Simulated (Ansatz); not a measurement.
Ansatz results at the PBE0-D4/def2-TZVP geometry: HOMO–LUMO gap (PBE0/def2-TZVPP) 8.77 eV; LUMO energy (PBE0/def2-TZVPP) -0.48 eV; HOMO energy (ωB97M-V/def2-TZVPP) -11.55 eV.

Each molecule was computed in one conformer, which needn't be the lowest.

(1) Which molecule gave them?
A. `[GeH3][GeH3]`
B. `[F][GeH2][SH]`
C. `[F][GeH]([F])[O][SiH3]`
D. `[SiH3][O][Ge]([O][SiH3])([O][SiH3])[O][SiH3]`

## Answers

(1) C. The others give `[GeH3][GeH3]`: 8.57, 0.37, -10.23; `[F][GeH2][SH]`: 7.83, -0.13, -10.16; `[SiH3][O][Ge]([O][SiH3])([O][SiH3])[O][SiH3]`: 8.00, -0.95, -11.28.
